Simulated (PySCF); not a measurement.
C₂H₇FOSi₂, SMILES F[Si@H](C=C)O[SiH3]. Heavy atoms are numbered as in [CH2:1]=[CH:2][Si@@H:3]([F:4])[O:5][SiH3:6]. Hydrogens are named by the atom that carries them.

The structure is a stationary point at PBE-D3(BJ)/def2-SVP. The structure was generated by enumeration; whether it is a known compound was not checked. The values are those of a single conformer.

These are PySCF with PBE/pcSseg-1 values and carry that method's errors.

GIAO shieldings, no solvent; atoms alike by connectivity are averaged. δ = σ(ref) − σ: ¹³C against TMS (σ = 182.0 ppm); ²⁹Si against TMS (σ = 335.4 ppm); ¹⁹F against CFCl3 (σ = 133.6 ppm); ¹⁷O against H2O (σ = 334.3 ppm); ¹H against TMS (σ = 31.49 ppm), references at their B3LYP-D3(BJ)/def2-TZVP geometries, non-relativistic.

### Question
Estimate the chemical shifts. (The exact figures need the calculation; the answer reports its results.)

### Answer

```json
[
 {"nucleus": "¹³C", "atoms": "C1 (CH2)", "count": "1", "δ (ppm)": "150.3"},
 {"nucleus": "¹³C", "atoms": "C2 (CH)", "count": "1", "δ (ppm)": "142.2"},
 {"nucleus": "²⁹Si", "atoms": "Si3 (SiH)", "count": "1", "δ (ppm)": "-25.2"},
 {"nucleus": "²⁹Si", "atoms": "Si6 (SiH3)", "count": "1", "δ (ppm)": "-35.4"},
 {"nucleus": "¹⁹F", "atoms": "F4", "count": "1", "δ (ppm)": "-190.9"},
 {"nucleus": "¹⁷O", "atoms": "O5", "count": "1", "δ (ppm)": "68.8"},
 {"nucleus": "¹H", "atoms": "H on C1", "count": "2", "δ (ppm)": "6.93"},
 {"nucleus": "¹H", "atoms": "H on C2", "count": "1", "δ (ppm)": "6.64"},
 {"nucleus": "¹H", "atoms": "H on Si6", "count": "3", "δ (ppm)": "5.67"},
 {"nucleus": "¹H", "atoms": "H on Si3", "count": "1", "δ (ppm)": "5.64"}
]
```
